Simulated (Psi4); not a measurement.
C4H12GeO2 (SMILES C[O][Ge]([CH3])([CH3])[O]C), singlet, geometry from GFN2-xTB, atoms displaced at random by about 0.08 Å a coordinate; PBE0/STO-3G, gradient (Psi4).

Here is a job for Psi4.
```
memory 2 GB

molecule mol {
0 1
  C    -1.990506   -1.629806   -0.960735
  O    -0.611834   -0.995047   -0.969442
  Ge   -0.134377    0.170658    0.259885
  C    -0.935501    1.936830   -0.198803
  C    -0.297953   -0.498488    2.013889
  O     1.503055    0.496362   -0.107801
  C     2.496609   -0.512682   -0.704160
  H    -1.780432   -2.162925   -1.948728
  H    -2.313626   -2.096223   -0.156903
  H    -2.617903   -0.854889   -1.208170
  H    -1.919570    2.086412    0.250870
  H    -0.332619    2.874789    0.416427
  H    -0.902533    2.190540   -1.079209
  H    -0.007339   -1.516448    2.132162
  H     0.280966    0.060689    2.711773
  H    -1.347505   -0.575081    2.450796
  H     3.380244    0.069673   -1.053412
  H     1.922007   -1.140634   -1.216528
  H     2.815401   -1.128562    0.288396
symmetry c1
no_reorient
no_com
}

set basis sto-3g
set reference rks

gradient('pbe0')
print_variables()
```

The log (banner, timings and long lists left out):

```
gradient() will perform analytic gradient computation.

   => Loading Basis Set <=

    Name: STO-3G
    Role: ORBITAL
    Keyword: BASIS

         ---------------------------------------------------------
                                   SCF
               by Justin Turney, Rob Parrish, Andy Simmonett
                          and Daniel G. A. Smith
                              RKS Reference
         ---------------------------------------------------------

  ==> Geometry <==

    Molecular point group: c1
    Full point group: C1

    Geometry (in Angstrom), charge = 0, multiplicity = 1:

       Center              X                  Y                   Z               Mass
    ------------   -----------------  -----------------  -----------------  -----------------
         C           -1.990506000000    -1.629806000000    -0.960735000000    12.000000000000
         O           -0.611834000000    -0.995047000000    -0.969442000000    15.994914619570
         GE          -0.134377000000     0.170658000000     0.259885000000    73.921177761000
         C           -0.935501000000     1.936830000000    -0.198803000000    12.000000000000
         C           -0.297953000000    -0.498488000000     2.013889000000    12.000000000000
         O            1.503055000000     0.496362000000    -0.107801000000    15.994914619570
         C            2.496609000000    -0.512682000000    -0.704160000000    12.000000000000
         H           -1.780432000000    -2.162925000000    -1.948728000000     1.007825032230
         H           -2.313626000000    -2.096223000000    -0.156903000000     1.007825032230
         H           -2.617903000000    -0.854889000000    -1.208170000000     1.007825032230
         H           -1.919570000000     2.086412000000     0.250870000000     1.007825032230
         H           -0.332619000000     2.874789000000     0.416427000000     1.007825032230
         H           -0.902533000000     2.190540000000    -1.079209000000     1.007825032230
         H           -0.007339000000    -1.516448000000     2.132162000000     1.007825032230
         H            0.280966000000     0.060689000000     2.711773000000     1.007825032230
         H           -1.347505000000    -0.575081000000     2.450796000000     1.007825032230
         H            3.380244000000     0.069673000000    -1.053412000000     1.007825032230
         H            1.922007000000    -1.140634000000    -1.216528000000     1.007825032230
         H            2.815401000000    -1.128562000000     0.288396000000     1.007825032230

  Running in c1 symmetry.

  Rotational constants: A =      0.06879  B =      0.05182  C =      0.04461 [cm^-1]
  Rotational constants: A =   2062.16827  B =   1553.63023  C =   1337.22720 [MHz]
  Nuclear repulsion =  631.947921562798456

  Charge       = 0
  Multiplicity = 1
  Electrons    = 84
  Nalpha       = 42
  Nbeta        = 42

  ==> Algorithm <==

  SCF Algorithm Type is DF.
  DIIS enabled.
  MOM disabled.
  Fractional occupation disabled.
  Guess Type is SAD.
  Energy threshold   = 1.00e-08
  Density threshold  = 1.00e-08
  Integral threshold = 1.00e-12

  ==> Primary Basis <==

  Basis Set: STO-3G
    Blend: STO-3G
    Number of shells: 38
    Number of basis functions: 60
    Number of Cartesian functions: 61
    Spherical Harmonics?: true
    Max angular momentum: 2

  ==> DFT Potential <==

   => LibXC <=

    Version 7.1.2
    S. Lehtola, C. Steigemann, M. J. T. Oliveira, and M. A. L. Marques,  SoftwareX 7, 1–5 (2018) (10.1016/j.softx.2017.11.002)

   => Composite Functional: PBE0 <=

    PBE0 Hyb-GGA Exchange-Correlation Functional

    C. Adamo and V. Barone,  J. Chem. Phys. 110, 6158 (1999) (10.1063/1.478522)
    M. Ernzerhof and G. E. Scuseria,  J. Chem. Phys. 110, 5029 (1999) (10.1063/1.478401)

    Deriv               =              1
    GGA                 =           TRUE
    Meta                =          FALSE

    Exchange Hybrid     =           TRUE
[...]
  @DF-RKS Final Energy: -2358.55539231548528
    Total Energy =                      -2358.5553923154852782
[...]

  ==> Basis Set <==

  Basis Set: STO-3G
    Blend: STO-3G
    Number of shells: 38
    Number of basis functions: 60
    Number of Cartesian functions: 61
    Spherical Harmonics?: true
    Max angular momentum: 2

  ==> DFJKGrad: Density-Fitted SCF Gradients <==

    Gradient:                    1
    J tasked:                  Yes
    K tasked:                  Yes
    wK tasked:                  No
    Integrals threads:           1
    Schwarz Cutoff:          1E-12
    Fitting Condition:       1E-10

   => Auxiliary Basis Set <=

  Basis Set: (STO-3G AUX)
    Blend: DEF2-UNIVERSAL-JKFIT
    Number of shells: 282
    Number of basis functions: 936
    Number of Cartesian functions: 1153
    Spherical Harmonics?: true
    Max angular momentum: 5

  ==> DFT Potential <==

   => LibXC <=

    Version 7.1.2
    S. Lehtola, C. Steigemann, M. J. T. Oliveira, and M. A. L. Marques,  SoftwareX 7, 1–5 (2018) (10.1016/j.softx.2017.11.002)

   => Composite Functional: PBE0 <=

    PBE0 Hyb-GGA Exchange-Correlation Functional

    C. Adamo and V. Barone,  J. Chem. Phys. 110, 6158 (1999) (10.1063/1.478522)
    M. Ernzerhof and G. E. Scuseria,  J. Chem. Phys. 110, 5029 (1999) (10.1063/1.478401)

    Deriv               =              1
    GGA                 =           TRUE
    Meta                =          FALSE

    Exchange Hybrid     =           TRUE
    MP2 Hybrid          =          FALSE

   => Exchange Functionals <=

    0.7500   Perdew, Burke & Ernzerhof

   => Exact (HF) Exchange <=

    0.2500               HF

   => Correlation Functionals <=

    1.0000   Perdew, Burke & Ernzerhof

   => LibXC Density Thresholds  <==

    XC_HYB_GGA_XC_PBEH:  1.00E-15

   => Molecular Quadrature <=

    Radial Scheme          =       TREUTLER
    Pruning Scheme         =           NONE
    Nuclear Scheme         =       TREUTLER

    Blocking Scheme        =         OCTREE
    BS radius alpha        =              1
    Pruning alpha          =              1
    Radial Points          =             75
    Spherical Points       =            302
    Total Points           =         401134
    Total Blocks           =           3004
    Max Points             =            256
    Max Functions          =             55
    Weights Tolerance      =       1.00E-15

  -Total Gradient:
     Atom            X                  Y                   Z
    ------   -----------------  -----------------  -----------------
       1       -0.142027369926    -0.053741626822     0.142239245577
       2        0.011194264372     0.013098581093    -0.018985187625
       3        0.015072768190    -0.010309022753     0.014830221793
       4       -0.046106430167     0.006771850656    -0.303133738484
       5        0.057860580567    -0.001928555144    -0.001114659895
       6       -0.042625055012     0.000460202410     0.023463596309
       7       -0.013185178007    -0.072154623208    -0.183983110309
       8        0.031037437085     0.013677647551    -0.034849324242
       9        0.033231206303     0.074057515900    -0.101550774807
      10        0.058283476697    -0.049694905487     0.013002188125
      11        0.008010994782     0.008212697655     0.010666046262
      12        0.032489653044     0.071042896559     0.044680590284
      13       -0.004038466836    -0.055283078517     0.229277535884
      14       -0.019853460680     0.024343247960     0.007810512213
      15       -0.012984055559    -0.015010542732    -0.016279992459
      16       -0.024095626910    -0.016640406840     0.017291716681
      17        0.013201309866     0.013743136602     0.013694694062
      18        0.043563177022     0.073301717170     0.087740202840
      19        0.001140683438    -0.023856268743     0.055319508816

  Variable Map:
  ----------------------------------------------------------------------------
[...]
  Array Variable Map:
  ----------------------------------------------------------------------------
[...]
[...]
```
